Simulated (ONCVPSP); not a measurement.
Before and after: ONCV potential for Fe

- Element: Fe (Z = 26)
- Generator: ONCVPSP 4.0.1
- Type: optimised norm-conserving Vanderbilt (ONCV)
- Functional: PBE
- Relativity: fully relativistic
- Frozen core: [Ar]
- Valence charge: 8
- Reference configuration: 3d6 4s1 (charge +1)
- Partial waves: 4s: rc 2.30 bohr, ncon 5, nbas 9, qcut 2.8 1/bohr, 2 projectors, debl 3.8 Ha; p scattering state at 0.19 Ha: rc 2.00 bohr, ncon 4, nbas 9, qcut 4.8 1/bohr, 2 projectors, debl 1.8 Ha; 3d: rc 1.90 bohr, ncon 4, nbas 8, qcut 6.7 1/bohr, 2 projectors, debl 3.2 Ha
- Local potential: polynomial inside 1.55 bohr (lpopt 5, dvloc0 -1 Ha)
- Core correction: polynomial model core, fcfact 0.55

Open shells are filled in proportion to 2j + 1.

In the p channel the program set the typed energies aside and used 0.050, 1.850 Ha (j = l + 1/2; the other j can differ).

Change: d: ncon 5, nbas 9.

Cutoffs: the cutoffs (Ha) at which the residual kinetic energy of the hardest occupied pseudo-wave falls to 1 and 0.1 mHa per electron; they do not see the model core or the augmentation charge, which bear on the density cutoff. Errors are all-electron minus pseudo energies relative to the spin-unpolarised reference configuration.

Question: What does the change do?

Answer: The potential gets harder (23 Ha and 62 Ha → 50 Ha and 81 Ha); both files keep a bound ghost (p); of the 4 tests that both files solve, the error grows in 0 and shrinks in 3 by more than 15 % and 0.3 meV (median size 7.2 → 5.5 meV).

```tsv
quantity	base	changed
cutoff, loose	23 Ha	50 Ha
cutoff, tight	62 Ha	81 Ha
loose cutoff by channel	s 5.5 Ha, d 23 Ha	s 5.5 Ha, d 50 Ha
bound ghosts	p1/2	p1/2
GHOST(+) flags under 300 eV	s at 65.9 eV, p3/2 at 88.7 eV	s at 65.9 eV, p3/2 at 88.7 eV
error for 3d6 4s2, meV [ΔE -8.73 eV]	-2.4	-2.0
error for 3d6 4s0, meV [ΔE 16.20 eV]	-12	-8.9
error for 3d5 4s0, meV [ΔE 50.43 eV]	+35	-13
error for 3d6.5 4s1.5, meV [ΔE -9.46 eV]	+1.9	-1.9
s: phases at 2.33 bohr within 0.05 rad from the reference energy up to (Ha; the scan ends near 5)	2.0	2.0
p3/2: phases at 2.03 bohr within 0.05 rad from the reference energy up to (Ha; the scan ends near 5)	2.9	2.9
p1/2: phases at 2.03 bohr within 0.05 rad from the reference energy up to (Ha; the scan ends near 5)	4.3	4.3
d5/2: phases at 1.93 bohr within 0.05 rad from the reference energy up to (Ha; the scan ends near 5)	to the end of the scan	to the end of the scan
d3/2: phases at 1.93 bohr within 0.05 rad from the reference energy up to (Ha; the scan ends near 5)	to the end of the scan	to the end of the scan
rms error of d²Exc/dni dnj with the model core, mHa	3.60	4.20
```

Base: The cutoffs count occupied waves only; projector 2 of the p channel, the hardest unoccupied one, needs 75 Ha at the loose tolerance. A true bound ghost makes a file unfit for plane-wave use even where its test errors are small: the radial tests pick states by their node count and pass the ghost by.
